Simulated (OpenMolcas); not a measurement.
# Levels of In I by method

| Quantity | Value |
| --- | --- |
| Program | OpenMolcas |
| Basis | ANO-R2 [7s6p4d2f1g] |
| Scalar Hamiltonian | X2C, finite nucleus |
| Active space | 3 electrons in 8 orbitals (5s 5p 6s 6p) |
| State averaging | 2S+1 = 4 odd, 3 roots (0 in the spin-orbit step); 2S+1 = 2 odd, 3 roots; 2S+1 = 4 even, 3 roots; 2S+1 = 2 even, 5 roots (0 in the spin-orbit step) |
| Spin-orbit coupling | state interaction with AMFI integrals over the reference wave functions, term energies averaged over their components |

Methods on the same reference wave functions:
A. CASSCF
B. SS-CASPT2, IPEA 0.25 Eh, imaginary shift 0.1 Eh (closed shells correlated: 4d)

Energies in cm-1 above 5s2 5p 2P* 1/2, the measured ground level; measured values from NIST Handbook of Basic Atomic Spectroscopic Data.

| Level | A | B | Measured |
| --- | --- | --- | --- |
| 5s2 5p 2P* 1/2 | 0.0 | 0.0 | 0.0 |
| 5s2 5p 2P* 3/2 | 1708 | 1708 | 2213 |
| 5s 5p2 4P 1/2 | 28777 | 34310 | 34978 |
| 5s 5p2 4P 3/2 | 29507 | 35041 | 36021 |
| 5s 5p2 4P 5/2 | 30724 | 36257 | 37452 |

Deviations, from unrounded energies. A percentage is the sum of absolute deviations over the sum of measured energies, with the sign that they share, or ± where signs differ.

```csv
Against measurement,Levels,A,B
mean absolute deviation (cm-1),4,5000,840
fine structure of the ground term (%),1,-22.8,-22.8
other configurations (%),3,-17.9,-2.6
```

B lies closest to measurement on these levels. The largest miss of B in the table is 5s 5p2 4P 5/2, by -1200 cm-1. The ranking rests on the paired levels alone, and a cruder setting can come out closer through cancelling errors.

The lowest spin-free term lies below A's lowest term by 0.443 hartree in B.

Some high roots are left out of the spin-orbit mixing, which shifts the levels that they would mix with. Active for correlation alone: 6p 6s; no level in the range computed is led by a configuration that fills them, so any true level of that kind is missing. Terms of s pⁿ other than that of highest spin mix with s² pⁿ⁻² d, which this space lacks; all of them can be thousands of cm-1 off, and some have no real level of that name. Without dynamic correlation excited terms often stand tens of per cent too high (terms of higher spin than the ground term too low), and those without a measured partner can miss by more than the paired ones (holds for A). Measured partners are found by configuration, term and J. A level has none where our copy of the source lacks it or the pairing is in doubt (some pairs that miss far off the trend of their configuration count as doubtful), and it then counts in no deviation. Levels of configurations outside the active space are missing.

* marks odd parity.
